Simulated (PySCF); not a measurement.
Al(I)(Me)(OH) (CH4AlIO), SMILES [CH3][Al]([OH])[I].

Coordinates come from a B3LYP-D3(BJ)/def2-SVP optimisation. The def2 effective core potentials stand for the cores of I; spin–orbit coupling is left out. Other conformers were not sampled.

Two levels are set side by side: TDDFT-PBE/def2-SVPD (PySCF) and TDDFT-B3LYP/def2-SVPD (PySCF). Vertical, same geometry. The lowest singlet is HOMO→LUMO 98 % with PBE and HOMO→LUMO 98 % with the other functional; states are paired by order. Differences are taken from unrounded values.

| quantity | TDDFT-PBE |
|---|---|
| lowest singlet excitation (eV) | 5.07 |
| lowest triplet excitation (TDA) (eV) | 4.85 |
| first bright state (f over 0.05) (eV) | 6.17 |
| its oscillator strength | 0.16 |

**Question.** These are the TDDFT-PBE values. What does TDDFT-B3LYP give? (Estimate from the structure and the level; the computed values follow.)

**Answer.** 
```json
[
 {"quantity": "lowest singlet excitation (eV)", "TDDFT-B3LYP": "5.44", "TDDFT-PBE minus TDDFT-B3LYP": "-0.37"},
 {"quantity": "lowest triplet excitation (TDA) (eV)", "TDDFT-B3LYP": "5.18", "TDDFT-PBE minus TDDFT-B3LYP": "-0.34"},
 {"quantity": "first bright state (f over 0.05) (eV)", "TDDFT-B3LYP": "6.59", "TDDFT-PBE minus TDDFT-B3LYP": "-0.42"},
 {"quantity": "its oscillator strength", "TDDFT-B3LYP": "0.21", "TDDFT-PBE minus TDDFT-B3LYP": "-0.05"}
]
```

A lower first singlet is the usual sign of a functional without exact exchange. Differences between two approximate levels are no errors against the true value.

Rough cost on one machine, each run with all the roots and properties that it gave: TDDFT-B3LYP against TDDFT-PBE about 3 times.
